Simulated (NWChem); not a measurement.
SeBrF; SMILES F[Se]Br

Program: NWChem. Medium grid unless said otherwise, to which SCAN and Minnesota functionals are sensitive. Coordinates come from a PBE0/def2-SVP optimisation. Total energies of different functionals are on different scales.

```
level                                 energy (Ha)  highest occupied level (eV)  orbital gap (eV)  dipole (D)
------------------------------------  -----------  ---------------------------  ----------------  ----------
B3LYP/def2-SVP                         -5074.9057                        -6.59              3.88        1.59
PBE/def2-SVP                           -5074.0146                        -5.50              2.17        1.38
LDA (Slater exchange, PW92)/def2-SVP   -5067.2354                        -5.63              2.05        1.41
Hartree-Fock/def2-SVP                  -5070.9698                        -9.96             10.96        2.04
MN15/def2-SVP                          -5075.3590                          ___               ___        1.59
MPW1K/def2-SVP                         -5075.1352                        -7.94              5.92        1.73
SCAN/def2-SVP                          -5075.2372                        -5.92              2.54        1.46
B97-D/def2-SVP                         -5077.3427                        -5.54              2.19        1.46
```

**Question.** What belongs in the gaps?

**Answer.** 
- MN15/def2-SVP, highest occupied level (eV): -7.62
- MN15/def2-SVP, orbital gap (eV): 5.71
